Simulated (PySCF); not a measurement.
H$_{9}$NO$_{2}$Si$_{3}$ (SMILES N[SiH2]O[SiH2]O[SiH3]), singlet, geometry from GFN2-xTB; PySCF with DF-CAMB3LYP/def2-TZVP.

The PySCF input:
```python
from pyscf import gto, scf, dft

mol = gto.Mole()
mol.atom = '''
    Si    1.50104895    0.03952880   -1.82018028
    O     1.58654163   -0.32861379   -0.25141978
    Si    0.93883110   -0.61210508    1.20896529
    O    -0.66161182   -0.45860864    1.16918815
    Si   -2.02218299    0.07836431    0.46222556
    N    -1.68708401    1.60506383   -0.25426115
    H     0.26635977   -0.49509100   -2.39848484
    H     1.51498581    1.50289888   -1.93022301
    H     2.69374184   -0.56809134   -2.40201261
    H     1.21234638   -2.00635206    1.52173941
    H     1.48728336    0.40527975    2.09292499
    H    -2.96059405    0.29763860    1.55773441
    H    -2.43706766   -0.98853034   -0.45770417
    H    -0.79999041    1.73909665   -0.71316049
    H    -2.41467403    2.09445116   -0.74728050
'''
mol.basis = 'def2-tzvp'
mol.verbose = 4
mol.max_memory = 1800
mol.build()

mf = dft.RKS(mol)
mf.xc = 'camb3lyp'
mf = mf.density_fit(auxbasis='def2-universal-jkfit')
mf.kernel()
```

The log (banner, timings and long lists left out):

```
PySCF version 2.14.0

[INPUT] verbose = 4
[INPUT] num. atoms = 15
[INPUT] num. electrons = 74
[INPUT] charge = 0
[INPUT] spin (= nelec alpha-beta = 2S) = 0
[INPUT] symmetry False subgroup None
[INPUT] Mole.unit = angstrom
[INPUT] Symbol           X                Y                Z      unit          X                Y                Z       unit  Magmom
[INPUT]  1 Si     1.501048950000   0.039528800000  -1.820180280000 AA    2.836571415066   0.074698606033  -3.439642226534 Bohr   0.0
[INPUT]  2 O      1.586541630000  -0.328613790000  -0.251419780000 AA    2.998129165921  -0.620990063855  -0.475114526498 Bohr   0.0
[INPUT]  3 Si     0.938831100000  -0.612105080000   1.208965290000 AA    1.774133656224  -1.156710960655   2.284613292205 Bohr   0.0
[INPUT]  4 O     -0.661611820000  -0.458608640000   1.169188150000 AA   -1.250265140575  -0.866644727959   2.209445391587 Bohr   0.0
[INPUT]  5 Si    -2.022182990000   0.078364310000   0.462225560000 AA   -3.821372024854   0.148087083841   0.873479716174 Bohr   0.0
[INPUT]  6 N     -1.687084010000   1.605063830000  -0.254261150000 AA   -3.188126728033   3.033131051145  -0.480483937617 Bohr   0.0
[INPUT]  7 H      0.266359770000  -0.495091000000  -2.398484840000 AA    0.503347015902  -0.935586396737  -4.532479461521 Bohr   0.0
[INPUT]  8 H      1.514985810000   1.502898880000  -1.930223010000 AA    2.862908263502   2.840067276116  -3.647592848234 Bohr   0.0
[INPUT]  9 H      2.693741840000  -0.568091340000  -2.402012610000 AA    5.090434327882  -1.073537046337  -4.539145980652 Bohr   0.0
[INPUT] 10 H      1.212346380000  -2.006352060000   1.521739410000 AA    2.291002626308  -3.791455902857   2.875670717857 Bohr   0.0
[INPUT] 11 H      1.487283360000   0.405279750000   2.092924990000 AA    2.810558220023   0.765867731332   3.955055030358 Bohr   0.0
[INPUT] 12 H     -2.960594050000   0.297638600000   1.557734410000 AA   -5.594711920517   0.562455438099   2.943691409711 Bohr   0.0
[INPUT] 13 H     -2.437067660000  -0.988530340000  -0.457704170000 AA   -4.605390424435  -1.868051608423  -0.864935527371 Bohr   0.0
[INPUT] 14 H     -0.799990410000   1.739096650000  -0.713160490000 AA   -1.511762777179   3.286416372649  -1.347678008961 Bohr   0.0
[INPUT] 15 H     -2.414674030000   2.094451160000  -0.747280500000 AA   -4.563072596800   3.957939073678  -1.412155483228 Bohr   0.0

nuclear repulsion = 477.638609890152
number of shells = 108
number of NR pGTOs = 399
number of NR cGTOs = 258
basis = def2-tzvp
ecp = {}

******** <class 'pyscf.df.df_jk.DFRKS'> ********
method = DFRKS
initial guess = minao
damping factor = 0
level_shift factor = 0
DIIS = <class 'pyscf.scf.diis.CDIIS'>
diis_start_cycle = 1
diis_space = 8
diis_damp = 0
SCF conv_tol = 1e-09
SCF conv_tol_grad = None
SCF max_cycles = 50
direct_scf = False
XC library pyscf.dft.libxc version 7.1.2
    S. Lehtola, C. Steigemann, M. J. T. Oliveira, and M. A. L. Marques,  SoftwareX 7, 1–5 (2018)
XC functionals = camb3lyp
    T. Yanai, D. P. Tew, and N. C. Handy,  Chem. Phys. Lett. 393, 51 (2004)
radial grids:
    Treutler-Ahlrichs [JCP 102, 346 (1995); DOI:10.1063/1.469408] (M4) radial grids

becke partition: Becke, JCP 88, 2547 (1988); DOI:10.1063/1.454033
pruning grids: <function nwchem_prune>
grids dens level: 3
symmetrized grids: False
atomic radii adjust function: <function treutler_atomic_radii_adjust>
small_rho_cutoff = 0
Set gradient conv threshold to 3.16228e-05
Initial guess from minao.
tot grids = 187880
******** <class 'pyscf.df.df.DF'> ********
auxbasis = def2-universal-jkfit
Create RSH-DF object <pyscf.df.df.DF object> for omega=0.33
******** <class 'pyscf.df.df.DF'> ********
auxbasis = auxmol.basis = def2-universal-jkfit
init E= -1079.76433330633
  HOMO = -0.315730686195735  LUMO = -0.0259924437486853  gap/eV = 7.88418
cycle= 1 E= -1079.14714010675  delta_E= 0.617  |g|= 1.14  |ddm|= 2.84
  HOMO = -0.226045271785255  LUMO = 0.0420033164411496  gap/eV = 7.29397
cycle= 2 E= -1078.97838514617  delta_E= 0.169  |g|= 1.52  |ddm|= 1.25
  HOMO = -0.327058696928091  LUMO = 0.030422430886599  gap/eV = 9.72756
cycle= 3 E= -1079.37003035077  delta_E= -0.392  |g|= 0.0783  |ddm|= 0.774
  HOMO = -0.336124786771219  LUMO = 0.0356910395476733  gap/eV = 10.11762
cycle= 4 E= -1079.37083577523  delta_E= -0.000805  |g|= 0.0492  |ddm|= 0.075
  HOMO = -0.329087686368019  LUMO = 0.0354024697067808  gap/eV = 9.91828
cycle= 5 E= -1079.37127183561  delta_E= -0.000436  |g|= 0.0096  |ddm|= 0.0297
  HOMO = -0.330619198445518  LUMO = 0.0349061464944722  gap/eV = 9.94645
cycle= 6 E= -1079.37128877844  delta_E= -1.69e-05  |g|= 0.00127  |ddm|= 0.00641
  HOMO = -0.330533575156762  LUMO = 0.0349158554072581  gap/eV = 9.94439
cycle= 7 E= -1079.371289152  delta_E= -3.74e-07  |g|= 0.000557  |ddm|= 0.0018
  HOMO = -0.330510301681971  LUMO = 0.0349247777219981  gap/eV = 9.94400
cycle= 8 E= -1079.37128919927  delta_E= -4.73e-08  |g|= 0.00025  |ddm|= 0.000404
  HOMO = -0.330516414069777  LUMO = 0.0349241458997513  gap/eV = 9.94414
cycle= 9 E= -1079.37128921054  delta_E= -1.13e-08  |g|= 2.86e-05  |ddm|= 0.000153
  HOMO = -0.330515578042665  LUMO = 0.0349247151224847  gap/eV = 9.94414
cycle= 10 E= -1079.37128921086  delta_E= -3.2e-10  |g|= 8.01e-06  |ddm|= 5.45e-05
  HOMO = -0.330516176072695  LUMO = 0.034924197304024  gap/eV = 9.94414
Extra cycle  E= -1079.37128921087  delta_E= -1.32e-11  |g|= 5.37e-06  |ddm|= 1.28e-05
converged SCF energy = -1079.37128921087
```
